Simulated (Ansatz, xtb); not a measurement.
# Ranking isomers of CH3GeO−

3 gas-phase structures of CH3GeO−, found in a search over its isomers (lower ones may exist). Each was relaxed with GFN2-xTB:

A. a singlet given by its coordinates
B. `[CH2]=[GeH][O-]`, a singlet
C. a singlet given by its coordinates

C (Å):

```xyz
6

C     0.1202    0.8757    0.8041
Ge    0.4127   -0.8506   -0.5731
O    -0.1836   -2.1626    0.2129
H     1.0819    1.3128    1.1115
H    -0.4389    1.6889    0.3159
H    -0.4211    0.6289    1.7219
```

Close contacts (Å): C1–Ge2 2.23, Ge2–O3 1.64, C1–H4 1.10, C1–H5 1.10, C1–H6 1.09.

A (Å):

```xyz
6

C     0.3686   -0.9818    0.0585
Ge   -0.6092    0.6180   -0.4819
O    -1.0503   -1.1034    0.0566
H     0.7917   -1.1274    1.0575
H     0.8331   -1.6949   -0.6448
H    -0.4079    1.5829    1.2112
```

Close contacts (Å): C1–Ge2 1.95, C1–O3 1.42, Ge2–O3 1.86, C1–H4 1.09, C1–H5 1.10, Ge2–H6 1.96.

Q: Make a reasoned guess at their ranking by r2SCAN-D4/def2-SVPD single-point energy.

A: Calculated order at r2SCAN-D4/def2-SVPD: C (0.0), A (103.7), B (106.4) kJ/mol. Less than 1 kcal/mol parts A and B, so the order within that pair means little.

Energies above the lowest of each column, in kJ/mol; the last columns are at PBE0-D3(BJ)/def2-SVPD geometries and were run for some of them only (a dash: not run or not comparable):

```tsv
structure	GFN2-xTB	HF/STO-3G	r2SCAN-D4/def2-SVPD	PBE0-D3(BJ)/def2-SVPD	CCSD(T)/def2-SVPD + ΔMP2/def2-TZVPPD
C	0.0	0.0	0.0	0.0	0.0
A	63.5	28.6	103.7	73.8	97.1
B	143.9	223.9	106.4	–	–
```

Every level run on C puts it lowest or level with the lowest. Some further structures that were screened fall inside this span and aren't listed. Frequencies (PBE0-D3(BJ)/def2-SVPD) were run for A, C alone. Large T1 diagnostics make some coupled-cluster values less sure. ΔMP2 is the change of the MP2 energy from the smaller to the larger basis.

Programs: Ansatz 0.2.0, xtb 6.7.1.
